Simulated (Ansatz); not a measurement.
(I2Ga-mu-OH)2 (Ga2I4O2H2). The state is a singlet with charge 0. Geometry PBE-D4/def2-SVP, basis def2-TZVP, Ansatz.

| run | HOMO (eV) | LUMO (eV) |
| --- | --- | --- |
| A | -7.68 | -2.17 |
| B | -6.87 | -2.77 |
| C | -7.42 | -2.44 |
| D | -6.55 | -2.99 |
| E | -8.89 | -1.26 |

In the def2 sets I takes a core potential; there is no spin–orbit coupling. B3LYP takes the VWN-RPA correlation.

The runs used B3LYP, CAM-B3LYP, PBE, PBE0, r2SCAN. Estimate which is which.

A PBE0 (25 % exact exchange); B r2SCAN (0 % exact exchange); C B3LYP (20 % exact exchange); D PBE (0 % exact exchange); E CAM-B3LYP (range-separated). Exact exchange lowers occupied and raises empty levels; among semilocal functionals meta-GGAs tend to open the gap a little, and such runs are hard to tell apart. The gap grows from 3.56 eV (PBE) to 7.63 eV (CAM-B3LYP).
